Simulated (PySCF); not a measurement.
## Peak assignment

Mapped SMILES: `[O:1]=[C:2]([SiH2:3][OH:4])[C:5]([F:6])([F:7])[F:8]`. Each H is labelled by its parent atom.

[PySCF 2.14.0 with density-fitted response routines: shielding tensors at PBE0/pcSseg-1 (GIAO); coordinates at the GFN2-xTB level; non-relativistic Hamiltonian; no solvent; averaged over atoms made equivalent by symmetry, fast rotation or ring inversion; one conformer]

δ = σ(ref) − σ, references computed at the same level: TMS for ¹³C (186.93 ppm) and ¹H (31.72 ppm).

(1) Assign these signals to the numbered atoms. ¹³C{¹H} NMR (computed): δ 233.8, 124.8.

(2) Assign these signals to the numbered atoms. ¹H NMR (400 MHz, computed): δ 5.33 (s, 2H), 2.33 (br s, 1H).

Answers

(1) 
233.8 → C2, carbonyl carbon
124.8 → C5, CF3 carbon: 3 electronegative neighbours deshield it

(2) 
```tsv
δ (ppm)	atoms	environment	reason
5.33	H(Si3)	hydrogen on a silicon bonded to C, O	–
2.33	H(O4)	hydrogen on an oxygen bonded to Si	exchangeable; this is the value without hydrogen bonding to other molecules
```

OH and NH positions are those of a molecule without intermolecular hydrogen bonds; in solution they move with solvent, concentration and temperature, and exchange usually removes their couplings. Splittings by ¹⁹F in the carbon and heteronuclear signals aren't shown, as no couplings were computed. Shifts are as computed. Against solution values, carbons near 30 ppm lie about +3 ppm off and those near 130 ppm about +5 ppm. Of 1211 compounds with measured shifts, 218 miss one by over three times the rms of a fit or turn the order of signals round; such compounds aren't used in these exercises.
